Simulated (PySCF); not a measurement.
Hf(OH)3(H) (H₄HfO₃), SMILES [OH][HfH]([OH])[OH], multiplicity 1. Geometry optimised at B3LYP-D3(BJ)/def2-SVP. The multiplicity is an assumed one; no other spin state was optimised. The structure was generated by enumeration; whether it is a known compound was not checked. The def2 effective core potentials stand for the cores of Hf; spin–orbit coupling is left out. One conformer was computed; it need not be the lowest.

Computed with B3LYP-D3(BJ)/def2-SVP run with PySCF.

Harmonic wavenumbers (cm⁻¹): 141, 165, 165, 182, 292, 292, 357, 357, 390, 541, 541, 704, 704, 716, 1709, 3984, 3984, 3988. Rotational constants (GHz): 4.598, 4.598, 2.652; symmetry number 3.

Problem. Work out the zero-point energy and the ideal-gas rigid-rotor harmonic-oscillator thermochemistry at 298.15 K and 1 atm.

Solution. ZPE = ½ Σ hcν = ½ × 19211 cm⁻¹ = 27.46 kcal/mol. H − E(el) = 33.03 kcal/mol. Entropy in cal/(mol K): translation 42.21, rotation 23.97, vibration 18.30, total 84.48. G − E(el) = 7.84 kcal/mol. Cp = 28.28 cal/(mol K). Modes under 150 cm⁻¹ make the vibrational entropy uncertain.
